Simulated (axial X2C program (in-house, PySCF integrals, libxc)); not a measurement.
**GaO⁺: nuclear properties from DFT to coupled cluster**

Calculated with an axial X2C code built on PySCF integrals: two-component X2C with atomic mean-field Coulomb and Gaunt terms, Gaussian nuclei, basis Ga dyall-acv3z, O dyall-av3z with contracted cores.

R = 1.888 Å (near the PBE0 minimum at charge 1 of the determinant lowest at the starting distance; the state shown can have its own minimum elsewhere); state Ω = 2 (⟨Sz⟩ = 1.00, ⟨Lz⟩ = 1.00 at PBE0).

| level | Eeff magnitude (GV/cm) | Ws magnitude Ga (kHz) | A∥/gI Ga (MHz) | qzz Ga (a.u.) | A∥/gI O (MHz) |
| --- | --- | --- | --- | --- | --- |
| PBE0 | 3.44 | 0.739 | 687 | -1.60 | 211 |
| HF | 4.31 | 0.924 | 342 | -1.75 | 233 |
| B3LYP | 3.25 | 0.698 | 679 | -1.47 | 220 |

Eeff is the effective electric field on the electron electric dipole moment in this Ω state and Ws the scalar–pseudoscalar constant of the nucleus named (defined with the proton number Z and per Ω); A∥ (defined per Ω) follows by multiplying with gI = μI/(I μN); qzz is the electric field gradient, eQq0 = 234.96 MHz × Q/barn × qzz. The operators were transformed with the bare-nucleus X2C matrices; with these basis sets, hyperfine constants and field gradients can be off by tens of per cent, and where levels differ in sign neither size nor sign is settled.

Finite-field MP2, CCSD and CCSD(T), with 18 electrons correlated in 130 natural virtual spinors (MP2 remainder added):

| level | Eeff magnitude (GV/cm) | Ws magnitude Ga (kHz) | A∥/gI Ga (MHz) | qzz Ga (a.u.) | A∥/gI O (MHz) |
| --- | --- | --- | --- | --- | --- |
| MP2 | 3.81 | 0.82 | 723 | -1.81 | 217 |
| CCSD | 3.46 | 0.748 | 613 | -1.64 | 219 |
| CCSD(T) | 3.37 | 0.727 | 654 | -1.64 | 219 |

T1 = 0.023 (Lee–Taylor). One unrestricted determinant, the lowest of a limited PBE0 search, is the reference; the functionals treat spin collinearly. With several open shells it need not be a pure state. Correlation of the inner shells is missing, which matters for properties at the nucleus. Number of frozen shells: Ga 3 s, 2 p; O 1 s.

Q: By how much does correlation change each value, CCSD(T) against HF?

A: Eeff magnitude -22 %; Ws magnitude Ga -21 %; A∥/gI Ga 91 %; qzz Ga -6 %; A∥/gI O -6 %.
